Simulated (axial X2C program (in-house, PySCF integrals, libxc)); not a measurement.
Bond lengths and stretching modes, held linear, of InCN

Calculated with an in-house all-electron X2C program for linear molecules (integrals from PySCF): two-component X2C with atomic mean-field Coulomb and Gaunt terms, Gaussian nuclei, basis In dyall-v3z, C dyall-v3z, N dyall-av3z with contracted cores. Spin-free rows use the one-electron spin-free X2C Hamiltonian.

Masses In 114.904, C 12.000, N 14.003 u. States: 2c Ω = 0 (all partner blocks equally filled); spin-free M_S = 0, Λ = 0 (closed shell).

HF, 2c: energies above the lowest point

```json
{"r(In–C) (Å)": "2.2201", "r(C–N) (Å)": "1.1300", "E (meV)": "22.79"}
{"r(In–C) (Å)": "2.2201", "r(C–N) (Å)": "1.1590", "E (meV)": "56.08"}
{"r(In–C) (Å)": "2.2201", "r(C–N) (Å)": "1.1880", "E (meV)": "191.95"}
{"r(In–C) (Å)": "2.2770", "r(C–N) (Å)": "1.1300", "E (meV)": "0.00"}
{"r(In–C) (Å)": "2.2770", "r(C–N) (Å)": "1.1590", "E (meV)": "31.85"}
{"r(In–C) (Å)": "2.2770", "r(C–N) (Å)": "1.1880", "E (meV)": "166.25"}
{"r(In–C) (Å)": "2.2770", "r(C–N) (Å)": "1.2169", "E (meV)": "384.94"}
{"r(In–C) (Å)": "2.3339", "r(C–N) (Å)": "1.1300", "E (meV)": "4.88"}
{"r(In–C) (Å)": "2.3339", "r(C–N) (Å)": "1.1590", "E (meV)": "35.31"}
{"r(In–C) (Å)": "2.3339", "r(C–N) (Å)": "1.1880", "E (meV)": "168.28"}
{"r(In–C) (Å)": "2.3909", "r(C–N) (Å)": "1.1590", "E (meV)": "60.92"}
{"r(In–C) (Å)": "2.3909", "r(C–N) (Å)": "1.2169", "E (meV)": "408.29"}
```

Task: Fit a quadratic surface with cubic terms in each bond: where is the minimum, and what are the two stretching wavenumbers?

Result: At HF, 2c: bonds 2.295 and 1.136 Å; harmonic stretches 316.8 and 2439.8 cm⁻¹; force constants 1.28, 22.1 and coupling -0.14 mdyn/Å.

The other levels and Hamiltonians give:

| Hamiltonian | level | r(In–C) (Å) | r(C–N) (Å) | lower stretch (cm⁻¹) | upper stretch (cm⁻¹) |
| --- | --- | --- | --- | --- | --- |
| 2c | PBE0 | 2.277 | 1.158 | 315.8 | 2258.7 |
| 2c | B3LYP | 2.300 | 1.159 | 306.6 | 2233.0 |
| 2c | MP2 | 2.262 | 1.180 | 325.9 | 2052.0 |
| spin-free | PBE0 | 2.277 | 1.158 | 315.9 | 2258.6 |
| spin-free | HF | 2.295 | 1.136 | 316.8 | 2439.7 |
| spin-free | B3LYP | 2.300 | 1.159 | 306.7 | 2233.0 |
| spin-free | MP2 | 2.262 | 1.180 | 326.2 | 2052.0 |

Each state is one determinant, the lowest of a limited PBE0 search; the stretches come from a fit to these few points and carry an uncertainty of a few per cent. Other orders of the atoms were not compared. MP2 freezes inner shells (threshold -2 hartree). The molecule was held linear; bending was not examined, so a bent shape may lie lower.
